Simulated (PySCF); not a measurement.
## Löwdin shares of the frontier orbitals

Species: C7H7BF3N.
Z-matrix (Å and degrees, PBE0-D3(BJ)/def2-SVP geometry), rows numbered from 1:
```
F 
C   1  1.3166
F   2  1.3291  1  110.66
C   2  1.3350  1  126.18  3   179.80
F   4  1.3479  2  115.24  1     1.74
B   4  1.6009  2  129.39  1  -179.49
N   6  1.5975  4  109.08  2    25.76
C   7  1.3409  6  119.25  4    65.03
C   8  1.3847  7  121.79  6  -179.67
C   9  1.3944  8  118.90  7     0.18
C  10  1.3909  9  118.81  8     0.01
C   7  1.3372  6  120.93  4  -114.20
H   6  1.2240  4  109.32  2   141.68
H   6  1.2237  4  113.40  2   -92.85
H   8  1.0914  7  115.41  6     0.26
H   9  1.0908  8  119.61  7  -179.84
H  10  1.0923  9  120.57  8   179.95
H  11  1.0908 10  121.53  9   179.75
H  12  1.0906  7  115.32  6    -0.24
```

The calculation used TDDFT wB97X-D/def2-SVPD, vertical, gas phase, core orbitals frozen in the response (PySCF 2.14.0, density-fitted response routines).

Kohn–Sham orbitals with the atoms that hold most of them (Löwdin shares over 4%, at most four atoms; ? is withheld):

```tsv
orbital	ε (eV)	atoms
LUMO+2	1.74	C10 16%, C11 13%, C9 12%, H17 10%
LUMO+1	0.11	C9 20%, C11 18%, C12 18%, C8 17%
LUMO	-0.63	C10 24%, N7 21%, C8 13%, C12 12%
HOMO	?	?
HOMO-1	-10.20	?
HOMO-2	-10.61	B6 31%, H14 22%, F5 14%, C4 13%
HOMO-3	-10.69	C12 21%, C9 21%, C8 20%, C11 19%
```

Give the leading atoms of the HOMO-1.

B6 (bonded to C, N and 2 H) 27%; H13 (bonded to B) 21%; C4 (bonded to B, C and F) 14%; N7 (bonded to B and 2 C) 9%.

Give the leading atoms of the HOMO.

C2 (bonded to C and 2 F) 28%; C4 (bonded to B, C and F) 27%; F5 (bonded to C) 10%; F1 (bonded to C) 9%. By element: carbon 54% or more, fluorine 20% or more.

What is the HOMO energy, and the HOMO–LUMO gap?

ε(HOMO) = -8.13 eV; the gap is 7.50 eV (0.2755 hartree).

How does S1 compare with the orbital gap of 7.50 eV?

S1 is at 3.90 eV (f = 0.0026), 3.60 eV below the gap, made of HOMO→LUMO (98%). 

One configuration dominates each of S1, S2, S4, S5 and S8. Which, and how do the shares of the two leading atoms of either orbital change from the occupied to the empty one?

- S1 (3.90 eV, f 0.0026), HOMO→LUMO (98%): C2 28% → at most 12%, C4 27% → at most 12%, C10 at most 10% → 24%, N7 at most 10% → 21%
- S2 (4.76 eV, f 0.016), HOMO→LUMO+1 (97%): C2 28% → at most 18%, C4 27% → at most 18%, C9 at most 10% → 20%, C11 at most 10% → 18%
- S4 (5.70 eV, f 0.098), HOMO-1→LUMO (90%): B6 27% → at most 12%, H13 21% → at most 12%, C10 at most 9% → 24%, N7 9% → 21%
- S5 (6.04 eV, f 0.019), HOMO-2→LUMO (92%): B6 31% → at most 12%, H14 22% → at most 12%, C10 at most 14% → 24%, N7 at most 14% → 21%
- S8 (6.63 eV, f 0.097), HOMO-1→LUMO+1 (74%): B6 27% → at most 18%, H13 21% → at most 18%, C9 at most 9% → 20%, C11 at most 9% → 18%

Löwdin shares depend on the basis, the more so with diffuse functions.

Hardware: one thread, Arm Neoverse V1 (aarch64), on a shared host. Cost: 3.5 min of wall time, 1.5 GiB resident at most.

One conformer stands for the species.
